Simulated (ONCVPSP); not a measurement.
**Before and after: ONCV potential for bromine**

| Quantity | Value |
| --- | --- |
| Element | Br (Z = 35) |
| Generator | ONCVPSP 4.0.1 |
| Type | optimised norm-conserving Vanderbilt (ONCV) |
| Functional | PBE |
| Relativity | scalar-relativistic |
| Frozen core | [Ar] |
| Valence charge | 17 |
| Reference configuration | 3d10 4s2 4p3 (charge +2) |
| Partial waves | 4s: rc 1.45 bohr, ncon 4, nbas 8, qcut 5.1 1/bohr, 2 projectors, debl 3.1 Ha; 4p: rc 1.40 bohr, ncon 4, nbas 9, qcut 6.5 1/bohr, 2 projectors, debl 0.5 Ha; 3d: rc 0.55 bohr, ncon 4, nbas 7, qcut 18 1/bohr, 2 projectors, debl 1.7 Ha |
| Local potential | polynomial inside 0.50 bohr (lpopt 5, dvloc0 0 Ha) |
| Core correction | Teter function, fcfact 5.75, rcfact 1.75 |

In the p channel the program set the typed energies aside and used -1.037, 0.250 Ha. In the d channel the program set the typed energies aside and used -3.336, 0.250 Ha.

All-electron outer shells of the reference configuration (PBE, scalar-relativistic, ld1.x):

```
shell  level (eV)  outermost node (bohr)  outermost maximum (bohr)
   3s     -262.20                   0.23                      0.48
   3p     -197.61                   0.21                      0.48
   3d      -90.79                      –                      0.43
   4s      -41.84                   0.67                      1.39
   4p      -28.23                   0.70                      1.58
```

Change: p: rc 1.18.

Cutoffs: the cutoffs (Ha) at which the residual kinetic energy of the hardest occupied pseudo-wave falls to 1 and 0.1 mHa per electron; they do not see the model core or the augmentation charge, which bear on the density cutoff. Errors are all-electron minus pseudo energies relative to the spin-unpolarised reference configuration.

**Question.** Predict the effect on cutoff, ghosts and configuration errors.

**Answer.** The potential gets neither clearly harder nor softer (563 Ha and 746 Ha → 563 Ha and 746 Ha); both files keep a bound ghost (p, s); of the 4 tests that both files solve, the error grows in 0 and shrinks in 3 by more than 15 % and 0.3 meV (median size 1.9 → 0.9 meV). Less of the atom is replaced, so other configurations are described better.

| quantity | base | changed |
| --- | --- | --- |
| cutoff, loose | 563 Ha | 563 Ha |
| cutoff, tight | 746 Ha | 746 Ha |
| loose cutoff by channel | s 13 Ha, p 14 Ha, d 563 Ha | s 13 Ha, p 159 Ha, d 563 Ha |
| bound ghosts | s, p | s, p |
| GHOST(+) flags under 300 eV | s at 223.1 eV | s at 223.1 eV |
| error for 3d10 4s2 4p5, meV [ΔE -35.31 eV] | +1.9 | +0.3 |
| error for 3d10 4s2 4p4, meV [ΔE -22.76 eV] | +1.9 | +1.1 |
| error for 3d10 4s2 4p2, meV [ΔE 33.98 eV] | -12 | -12 |
| error for 3d10 4s1 4p5, meV [ΔE -9.76 eV] | -1.8 | -0.7 |
| s: phases at 1.48 bohr within 0.05 rad from the reference energy up to (Ha; the scan ends near 5) | to the end of the scan | to the end of the scan |
| d: phases at 0.56 bohr within 0.05 rad from the reference energy up to (Ha; the scan ends near 5) | to the end of the scan | to the end of the scan |
| rms error of d²Exc/dni dnj with the model core, mHa | 2.39 | 2.40 |

 A true bound ghost makes a file unfit for plane-wave use even where its test errors are small: the radial tests pick states by their node count and pass the ghost by.
